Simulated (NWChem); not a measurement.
System: GeI₂, singlet; SMILES [I][Ge][I]

The following NWChem deck was run.

```
start job
memory heap 200 mb stack 900 mb global 1100 mb
geometry units angstroms noautoz
  Ge     0.000000     0.000000     1.228472
  I      1.999242     0.000000    -0.371229
  I     -1.999242     0.000000    -0.371229
end
basis spherical
  * library def2-tzvp
end
ecp
  I library def2-ecp
end
dft
  xc xtpss03 ctpss03
  iterations 150
  grid coarse
end
task dft gradient
```

Parts of the log:

```
             Northwest Computational Chemistry Package (NWChem) 7.3.0
             --------------------------------------------------------

 C2V symmetry detected

                             Geometry "geometry" -> ""
                             -------------------------

 Output coordinates in angstroms (scale by  1.889725989 to convert to a.u.)

  No.       Tag          Charge          X              Y              Z
 ---- ---------------- ---------- -------------- -------------- --------------
    1 Ge                  32.0000     0.00000000     0.00000000     1.22875584
    2 I                   53.0000     1.99924200     0.00000000    -0.37094516
    3 I                   53.0000    -1.99924200     0.00000000    -0.37094516

 Effective nuclear repulsion energy (a.u.)    1072.7864881571

      Symmetry information
      --------------------

 Group name             C2v
 Group number             16
 Group order               4
 No. of unique centers     2

                                 NWChem DFT Module
                                 -----------------

 Summary of "ao basis" -> "ao basis" (spherical)
 ------------------------------------------------------------------------------
       Tag                 Description            Shells   Functions and Types
 ---------------- ------------------------------  ------  ---------------------
 Ge                        def2-tzvp                16       48   6s5p4d1f
 I                         def2-tzvp                16       50   6s5p3d2f

      Symmetry analysis of basis
      --------------------------

        a1         54
        a2         22
        b1         44
        b2         28

            General Information
            -------------------
          SCF calculation type: DFT
          Wavefunction type:  closed shell.
          No. of atoms     :     3
          No. of electrons :    82
           Alpha electrons :    41
            Beta electrons :    41
          Charge           :     0
          Spin multiplicity:     1
          Use of symmetry is: on ; symmetry adaption is: on
          Maximum number of iterations: 150
          AO basis - number of functions:   148
                     number of shells:    48
          Convergence on energy requested:  1.00D-06
          Convergence on density requested:  1.00D-05
          Convergence on gradient requested:  5.00D-04

              XC Information
              --------------
                  TPSS metaGGA Exchange Functional  1.000
             TPSS03 metaGGA Correlation Functional  1.000

             Grid Information
             ----------------
          Grid used for XC integration:  coarse
          Radial quadrature: Mura-Knowles
          Angular quadrature: Lebedev.
          Tag              B.-S. Rad. Rad. Pts. Rad. Cut. Ang. Pts.
          ---              ---------- --------- --------- ---------
          Ge                  1.25       95          10.0       302
          I                   1.40      104          12.0       302
          Grid pruning is: on
          Number of quadrature shells:   199
          Spatial weights used:  Erf1

      Superposition of Atomic Density Guess
      -------------------------------------

 Sum of atomic energies:       -2769.62972550

      Non-variational initial energy
      ------------------------------

 Total energy =   -2668.850793
 1-e energy   =   -4756.218670
 2-e energy   =    1673.977644
 HOMO         =      -0.260383
 LUMO         =      -0.058760

      Symmetry analysis of molecular orbitals - initial
      -------------------------------------------------

  Numbering of irreducible representations:

     1 a1          2 a2          3 b1          4 b2

  Orbital symmetries:

     1 a1          2 a1          3 b1          4 a1          5 b2
     6 a1          7 b1          8 a1          9 a1         10 b1
    11 a1         12 b2         13 b1         14 a2         15 b1
    16 a1         17 b2         18 a1         19 b1         20 a1
    21 b2         22 a2         23 b1         24 a1         25 b2
    26 a2         27 b1         28 b1         29 a1         30 a2
    31 a1         32 b2         33 a1         34 b1         35 a1
    36 b1         37 a1         38 b2         39 a2         40 b1
    41 a1         42 b2         43 a1         44 b1         45 b1
    46 a1         47 a1         48 b2         49 b1         50 a2
    51 b2

   convergence    iter        energy       DeltaE   RMS-Dens  Diis-err
 ---------------- ----- ----------------- --------- --------- ---------
 d= 0,ls=0.0,diis     1  -2672.1666236830 -3.09D+03  1.43D-02  8.06D-01
 d= 0,ls=0.0,diis     2  -2671.6415315098  5.25D-01  1.18D-02  3.49D+00
 d= 0,ls=0.0,diis     3  -2672.2308422262 -5.89D-01  2.23D-03  2.50D-01
 d= 0,ls=0.0,diis     4  -2672.2548214887 -2.40D-02  4.92D-04  2.72D-02
 d= 0,ls=0.0,diis     5  -2672.2559638816 -1.14D-03  1.53D-04  1.16D-03
  Resetting Diis
 d= 0,ls=0.0,diis     6  -2672.2560423318 -7.85D-05  7.90D-05  1.62D-04
 d= 0,ls=0.0,diis     7  -2672.2560728266 -3.05D-05  2.08D-05  2.88D-06
 d= 0,ls=0.0,diis     8  -2672.2560722649  5.62D-07  1.39D-05  8.57D-06
 d= 0,ls=0.0,diis     9  -2672.2560730676 -8.03D-07  4.57D-06  6.04D-07

         Total DFT energy =    -2672.256073067602
      One electron energy =    -4754.988389546665
           Coulomb energy =     1792.535465488044
    Exchange-Corr. energy =     -123.193381784187
 Nuclear repulsion energy =      413.390232775206

 Numeric. integr. density =       82.000009581339

                  Occupations of the irreducible representations
                  ----------------------------------------------

                     irrep           alpha         beta
                     --------     --------     --------
                     a1               17.0         17.0
                     a2                5.0          5.0
                     b1               12.0         12.0
                     b2                7.0          7.0

                       DFT Final Molecular Orbital Analysis
                       ------------------------------------

 Vector   39  Occ=2.000000D+00  E=-2.524866D-01  Symmetry=a2
              MO Center=  1.4D-13, -2.3D-15, -3.3D-01, r^2= 5.9D+00
   Bfn.  Coefficient  Atom+Function         Bfn.  Coefficient  Atom+Function
  ----- ------------  ---------------      ----- ------------  ---------------
    65      0.399665  2 I  py               115     -0.399665  3 I  py
    59     -0.326223  2 I  py               109      0.326223  3 I  py
    62      0.257827  2 I  py               112     -0.257827  3 I  py
    68      0.186392  2 I  py               118     -0.186392  3 I  py
    56     -0.041481  2 I  py               106      0.041481  3 I  py

 Vector   40  Occ=2.000000D+00  E=-2.384769D-01  Symmetry=b1
              MO Center= -9.4D-13, -6.4D-16, -3.1D-01, r^2= 6.2D+00
   Bfn.  Coefficient  Atom+Function         Bfn.  Coefficient  Atom+Function
  ----- ------------  ---------------      ----- ------------  ---------------
    64      0.327297  2 I  px               114      0.327297  3 I  px
    58     -0.269664  2 I  px               108     -0.269664  3 I  px
    66      0.243972  2 I  pz               116     -0.243972  3 I  pz
    61      0.216546  2 I  px               111      0.216546  3 I  px
    60     -0.199055  2 I  pz               110      0.199055  3 I  pz

 Vector   41  Occ=2.000000D+00  E=-2.344786D-01  Symmetry=a1
              MO Center=  1.1D-12,  3.5D-16,  1.6D-01, r^2= 6.0D+00
   Bfn.  Coefficient  Atom+Function         Bfn.  Coefficient  Atom+Function
  ----- ------------  ---------------      ----- ------------  ---------------
    66     -0.355916  2 I  pz               116     -0.355916  3 I  pz
     6      0.341385  1 Ge s                 60      0.290478  2 I  pz
   110      0.290478  3 I  pz                 5      0.265687  1 Ge s
    63     -0.232246  2 I  pz               113     -0.232246  3 I  pz
    18      0.212247  1 Ge pz                69     -0.176663  2 I  pz

 Vector   42  Occ=0.000000D+00  E=-1.451880D-01  Symmetry=b2
              MO Center= -3.2D-14, -1.8D-15,  8.7D-01, r^2= 4.1D+00
   Bfn.  Coefficient  Atom+Function         Bfn.  Coefficient  Atom+Function
  ----- ------------  ---------------      ----- ------------  ---------------
    20      0.571055  1 Ge py                17      0.503145  1 Ge py
    11     -0.212985  1 Ge py                65     -0.198407  2 I  py
   115     -0.198407  3 I  py                59      0.159898  2 I  py
   109      0.159898  3 I  py                68     -0.152093  2 I  py
   118     -0.152093  3 I  py                62     -0.134433  2 I  py

 Vector   43  Occ=0.000000D+00  E=-7.389539D-02  Symmetry=a1
              MO Center= -1.0D-13,  2.2D-16,  5.3D-01, r^2= 6.1D+00
   Bfn.  Coefficient  Atom+Function         Bfn.  Coefficient  Atom+Function
  ----- ------------  ---------------      ----- ------------  ---------------
    21      0.704877  1 Ge pz                18      0.424391  1 Ge pz
     6     -0.417894  1 Ge s                 67     -0.327925  2 I  px
   117      0.327925  3 I  px                 5     -0.283974  1 Ge s
    54      0.263168  2 I  s                104      0.263168  3 I  s
    64     -0.224473  2 I  px               114      0.224473  3 I  px

 Vector   44  Occ=0.000000D+00  E=-5.435136D-02  Symmetry=b1
              MO Center=  4.0D-14, -8.4D-16,  6.7D-01, r^2= 5.9D+00
   Bfn.  Coefficient  Atom+Function         Bfn.  Coefficient  Atom+Function
  ----- ------------  ---------------      ----- ------------  ---------------
    19      0.862044  1 Ge px                16      0.455795  1 Ge px
    54     -0.308604  2 I  s                104      0.308604  3 I  s
    69     -0.295321  2 I  pz               119      0.295321  3 I  pz
    67      0.239587  2 I  px               117      0.239587  3 I  px
    66     -0.204374  2 I  pz               116      0.204374  3 I  pz

     Multipole analysis of the density
     ---------------------------------

     L   x y z        total         alpha         beta         nuclear
     -   - - -        -----         -----         ----         -------
     0   0 0 0      0.000000    -41.000000    -41.000000     82.000000

     1   1 0 0      0.000000      0.000000      0.000000      0.000000
     1   0 1 0     -0.000000     -0.000000     -0.000000      0.000000
     1   0 0 1      0.495276    -19.379934    -19.379934     39.255144

     2   2 0 0    -54.105184   -383.888388   -383.888388    713.671592
     2   1 1 0      0.000000      0.000000      0.000000      0.000000
     2   1 0 1      0.000000      0.000000      0.000000      0.000000
     2   0 2 0    -51.667230    -25.833615    -25.833615      0.000000
     2   0 1 1     -0.000000     -0.000000     -0.000000      0.000000
     2   0 0 2    -51.306247   -124.205436   -124.205436    197.104626

            General Information
            -------------------
          SCF calculation type: DFT
          Wavefunction type:  closed shell.
          No. of atoms     :     3
          No. of electrons :    82
           Alpha electrons :    41
            Beta electrons :    41
          Charge           :     0
          Spin multiplicity:     1
          Use of symmetry is: on ; symmetry adaption is: on
          Maximum number of iterations: 150
          AO basis - number of functions:   148
                     number of shells:    48
          Convergence on energy requested:  1.00D-06
          Convergence on density requested:  1.00D-05
          Convergence on gradient requested:  5.00D-04

              XC Information
              --------------
                  TPSS metaGGA Exchange Functional  1.000
             TPSS03 metaGGA Correlation Functional  1.000

             Grid Information
             ----------------
          Grid used for XC integration:  coarse
          Radial quadrature: Mura-Knowles
          Angular quadrature: Lebedev.
          Tag              B.-S. Rad. Rad. Pts. Rad. Cut. Ang. Pts.
          ---              ---------- --------- --------- ---------
          Ge                  1.25       95          10.0       302
          I                   1.40      104          12.0       302
          Grid pruning is: on
          Number of quadrature shells:   199
          Spatial weights used:  Erf1

          Convergence Information
          -----------------------
          Convergence aids based upon iterative change in
          total energy or number of iterations.
          Levelshifting, if invoked, occurs when the
          HOMO/LUMO gap drops below (HL_TOL):  1.00D-02
          DIIS, if invoked, will attempt to extrapolate
          using up to (NFOCK): 10 stored Fock matrices.

                    Damping( 0%)  Levelshifting(0.5)       DIIS
                  --------------- ------------------- ---------------
          dE  on:    start            ASAP                start
          dE off:    2 iters        150 iters           150 iters

                            NWChem DFT Gradient Module
                            --------------------------

  charge          =   0.00
  wavefunction    = closed shell

  Using symmetry

                         DFT ENERGY GRADIENTS

    atom               coordinates                        gradient
                 x          y          z           x          y          z
   1 Ge      0.000000   0.000000   2.322012    0.000000   0.000000  -0.002920
   2 I       3.778020   0.000000  -0.700985   -0.002075   0.000000   0.001460
   3 I      -3.778020   0.000000  -0.700985    0.002075  -0.000000   0.001460
```

Level: TPSS/def2-TZVP with def2 effective core potentials on I. Low-valent species are run as closed-shell singlets; no triplet was tried in these runs. All runs use the structure optimised with PBE0/def2-SVP. def2 effective core potentials on I; no spin-orbit coupling.
